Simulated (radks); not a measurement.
The numbers below are computed, except where a source is named.
Ionisation of the caesium ion Cs3+, [Kr] 4d10 5s2 5p4, to Cs4+, [Kr] 4d10 5s2 5p3, under several functionals. Scalar-relativistic Kohn-Sham, spin-polarised, spherical densities, finite nucleus; open shells are filled with parallel spins first (spin-orbit coupling, left out, can overturn this in heavy ions); a radial shooting solver on a logarithmic mesh with Libxc functionals.

| functional | E(Cs3+) (hartree) | Exc (hartree) | IE (eV) | -e(HOMO) (eV) | <r> HOMO (bohr) | IE error (eV) |
|---|---|---|---|---|---|---|
| RPBE | -7784.7673 | -191.4746 | 43.557 | 38.398 | 1.924 | +0.557 |
| LDA (Slater exchange, Perdew-Zunger correlation) | -7778.2820 | -184.9415 | 44.322 | 38.997 | 1.918 | +1.322 |
| exchange-only LDA | -7773.1322 | -179.7388 | 42.350 | 37.199 | 1.926 | -0.650 |
| Wu-Cohen GGA | -7783.5805 | -190.2762 | 43.866 | 38.653 | 1.914 | +0.866 |
| XLYP | -7785.7313 | -192.4318 | 43.846 | 38.499 | 1.928 | +0.846 |
| TASK exchange with Perdew-Wang LDA correlation | -7783.9312 | -190.0037 | 43.235 | 38.705 | 1.903 | +0.235 |
| AM05 | -7778.5606 | -185.2276 | 43.750 | 38.561 | 1.918 | +0.750 |
| BP86 | -7785.6785 | -192.3879 | 43.969 | 38.719 | 1.917 | +0.969 |
| LDA (Slater exchange, Perdew-Wang correlation) | -7778.2828 | -184.9423 | 44.266 | 38.951 | 1.917 | +1.266 |

NIST Atomic Spectra Database: 43 eV (theoretical). Closest: TASK exchange with Perdew-Wang LDA correlation. The Delta-SCF values span 1.97 eV, the total energies 12.60 hartree. The highest occupied level is 5p. Open shells are spherical and high-spin; term and fine-structure splittings are not resolved. Spin-orbit splitting is averaged out at the scalar-relativistic level.
